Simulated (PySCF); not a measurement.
## Radial density of Pt⁻ (platinum, charge -1)

B3LYP, [Xe] 4f14 5d9 6s2, 2D determinant. Calculation: PySCF 2.14, in x2c-TZVPPall with one added diffuse shell each of s, p, d, f type (12s8p8d4f1g, 113 functions); scalar relativity by spin-free X2C-1e.

```csv
r (bohr),4πr²ρ (e/bohr),4πr²(ρα − ρβ)
0.0135,107.6,-0.0001
0.0227,94.85,0.0001
0.0381,127.8,0.0056
0.0641,137.4,0.0356
0.108,116.5,0.0730
0.181,118.7,-0.0004
0.305,76.13,0.1182
0.513,63.75,0.0151
0.864,22.08,0.3862
1.45,10.08,0.7061
2.44,2.660,0.2061
4.11,0.5833,0.0077
6.91,0.06154,-0.0046
11.6,0.002660,-0.0004
19.6,1.165e-05,0.0000
```

Densities and radii are taken from the X2C orbitals without a picture-change correction, which distorts them close to the nucleus.

Spin-orbit coupling, absent here, splits the open shell strongly. At B3LYP the highest occupied level has a positive energy, so only the finite basis holds that electron; in a semilocal or global hybrid functional this comes from self-interaction and does not mean that the real anion is unbound.

Task: Where is the radial spin density 4πr²(ρα − ρβ) most negative, and why is it negative at all?

Result: Around r = 6.91 bohr, down to -0.0046 e/bohr: exchange with the open shell polarises the paired shells in an unrestricted calculation.
